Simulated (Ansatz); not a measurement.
`[SiH3]O[SiH2][GaH2]` + `PP` → `P[PH][GaH2]` + `[SiH3]O[SiH3]` at 700 K and 1 bar (cleavage of the Ga–Si bond).

Isolated molecules relaxed with PBE0-D4/def2-TZVP in Ansatz; ΔE leaves out vibrations. CCSD(T)/CBS adds triple-zeta CCSD(T) − MP2 to the extrapolated MP2 energy (def2 sets, frozen cores). This one scheme is used for every species. For Ga outer-core shells are correlated without core-valence functions, which leaves a few kJ/mol of doubt a bond. Scalar relativity is left out up to krypton. One conformer a species, not always the lowest.

```json
{"species": "`[SiH3]O[SiH2][GaH2]`", "CCSD(T)/CBS energy (Eh)": "-2581.53792", "H − E (kJ/mol)": "248.4", "S (J/(mol·K))": "505.4"}
{"species": "`PP`", "CCSD(T)/CBS energy (Eh)": "-684.26248", "H − E (kJ/mol)": "137.7", "S (J/(mol·K))": "339.9"}
{"species": "`P[PH][GaH2]`", "CCSD(T)/CBS energy (Eh)": "-2608.80809", "H − E (kJ/mol)": "176.7", "S (J/(mol·K))": "434.8"}
{"species": "`[SiH3]O[SiH3]`", "CCSD(T)/CBS energy (Eh)": "-657.01000", "H − E (kJ/mol)": "210.5", "S (J/(mol·K))": "430.8"}
```

H − E and S are ideal-gas, rigid-rotor, harmonic terms from PBE0-D4/def2-TZVP, for one conformer and one mirror image of each species. 1 Eh = 2625.50 kJ/mol, R = 8.31446 J/(mol·K).

Task: By hand: ΔE, ΔH, ΔS and ΔG.

Result: ΔE = (-2608.80809) + (-657.01000) − (-2581.53792) − (-684.26248) = -0.01769 Eh = -46.4 kJ/mol. Δ(H − E) = 176.7 + 210.5 − 248.4 − 137.7 = 1.1, so ΔH = -45.3 kJ/mol. ΔS = 434.8 + 430.8 − 505.4 − 339.9 = 20.3 J/(mol·K). ΔG = -45.3 − 700 × (20.3)/1000 = -59.5 kJ/mol.

Task: By hand: the equilibrium constant, and the temperature at which ΔG would vanish if ΔH and ΔS stayed fixed.

Result: log₁₀ K = −ΔG/(RT ln 10) = 4.4. ΔH and −TΔS have one sign here, so there is no such temperature.

ΔH outweighs TΔS. A doubt of 5 kJ/mol in ΔE shifts log₁₀ K by 0.4 here. Other conformers and mirror images would add mixing entropy, several J/(mol·K) or more a flexible species. Modes under 60 cm⁻¹, often nearly free rotors, make the harmonic entropy too high. These are equilibria of isolated gas molecules and say nothing of rates. Largest T1 diagnostic: 0.014 (customary marks: 0.02 for closed shells, 0.045 for open ones).
